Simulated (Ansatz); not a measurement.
Job for Ansatz (a first-principles code): R-CCSD(T)/aug-cc-pVDZ on BH3 (SMILES B).

Ansatz 0.2 input:
```yaml
crystal:
  periodic: [false, false, false]
  atoms:
    - {symbol: B, position_ang: [0.14918511, 0.22652032, 1.09459427]}
    - {symbol: H, position_ang: [1.28059298, 0.51303444, 0.80575931]}
    - {symbol: H, position_ang: [-0.68599582, 1.01994754, 0.75031255]}
    - {symbol: H, position_ang: [-0.14383264, -0.93132885, 0.90094488]}
basis:
  gaussian:
    orbitals: aug-cc-pVDZ
magnetization: {spin_polarized: false}
correlation: {method: ccsd_t, electrons: outside_noble_gas}
scf: {lower_state_search: off}
```

Program output:

```
WARN ansatz: RAYON_NUM_THREADS=2 ignored (pool sized by the plan → 2); use --threads N
Functional definition: HF
these checks for a lower state are left out or cut short: stability, starts, cluster_reference, orbital_swaps, neighbouring_geometries, increment
integrals: 0.02 GiB planned
479 factors; integrals over basis functions are off by at most 8.9e-4 eV
mean field: 0.06 GiB planned
mean field evaluation 1: about -717.2434 eV, gradient 9.7e0 eV
mean field evaluation 2: about -717.2410 eV, gradient 9.7e0 eV
mean field evaluation 4: about -717.6497 eV, gradient 2.3e-1 eV
mean field evaluation 8: about -717.6501 eV, gradient 3.3e-4 eV
mean field -717.65010608 eV, -26.3731549576 hartree, gradient 1.1e-6 eV, S^2 0.000000; 0 other end points of the search recorded, 0 dependent functions left out
1 core orbitals not correlated
reference -717.65010608 eV, -26.3731549576 hartree; 3, 3 occupied and 46, 46 virtual orbitals, 479 factors
second order -2.63091482 eV of doubles, -0.00000000 eV of singles
coupled cluster: 0.09 GiB planned
cycle   1  -3.12780216 eV  change   -5.0e-1 eV  update   4.5e-2
cycle   2  -3.29482941 eV  change   -1.7e-1 eV  update   1.5e-2
cycle   3  -3.29750404 eV  change   -2.7e-3 eV  update   2.8e-3
cycle   4  -3.29747689 eV  change    2.7e-5 eV  update   7.3e-4
cycle   5  -3.29740394 eV  change    7.3e-5 eV  update   2.6e-4
cycle   6  -3.29738399 eV  change    2.0e-5 eV  update   6.8e-5
cycle   7  -3.29739926 eV  change   -1.5e-5 eV  update   2.0e-5
cycle   8  -3.29740260 eV  change   -3.3e-6 eV  update   6.0e-6
perturbative correction -0.05148443 eV, -0.0018920180 hartree
Total energy: -720.99899311 eV, -26.4962242862 hartree
Checks for a lower state left out: stability, starts, cluster_reference, orbital_swaps, neighbouring_geometries, increment
```

Self-consistency was reached.

Cost: about 0.9 core-seconds (a rough figure).
